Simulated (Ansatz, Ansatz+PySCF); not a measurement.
```yaml
atoms:
  - { symbol: V, position_ang: [0.0000, 0.0000, 0.0000] }
  - { symbol: F, position_ang: [0.9930, 0.9930, 0.9930] }
  - { symbol: F, position_ang: [0.9930, -0.9930, -0.9930] }
  - { symbol: F, position_ang: [-0.9930, 0.9930, -0.9930] }
  - { symbol: F, position_ang: [-0.9930, -0.9930, 0.9930] }
```

Basis set: def2-SVP (spherical functions). Charge 0, multiplicity 2.

Computed with Ansatz (development build ahead of 0.2.0); each method stands on the lowest determinant of its kind that the runs found.

Q: Give the atomization energy at this shape (free ground-state atoms in the same class of orbitals less the molecule, no zero-point energy) of doublet VF4 by UHF, ROHF.

A:

```csv
method,atomization energy
UHF,11.58 eV
ROHF,12.01 eV
```

Caution: no wide search was run, a lower solution can exist.
